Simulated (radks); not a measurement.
Results of a calculation; reference values are marked as such.
Initial-state core-level shifts of the tin ion Sn2+ when its valence configuration changes from [Kr] 4d10 5s2. Level of theory: Dirac Kohn-Sham, PBE, spin-unpolarised, spherical densities, point nucleus; open shells are shared between the two j in proportion to 2j + 1 (a radial shooting solver on a logarithmic mesh with Libxc functionals). Shifts are changes of the shell-averaged eigenvalues in eV (positive: less bound).

| valence | 1s | 2s | 2p | 4p |
|---|---|---|---|---|
| 4d10 5s1 5p1 | -1.510 | -1.471 | -1.467 | -1.484 |
| 4d9 5s2 5p1 | -8.421 | -8.839 | -8.815 | -7.247 |
| 4d8 5s1 5p3 | -18.396 | -19.272 | -19.216 | -15.742 |
| 4d8 5s2 5p2 | -17.046 | -17.947 | -17.897 | -14.438 |
| 4d8.5 5s1 5p2.5 | -14.093 | -14.716 | -14.674 | -12.194 |
| 4d10 5s1.5 5p0.5 | -0.761 | -0.741 | -0.740 | -0.748 |
| 4d9 5s1 5p2 | -9.844 | -10.231 | -10.202 | -8.634 |
| 4d7.5 5s1 5p3.5 | -22.754 | -23.898 | -23.828 | -19.280 |
| 4d9.5 5s1.5 5p1 | -4.923 | -5.106 | -5.093 | -4.353 |
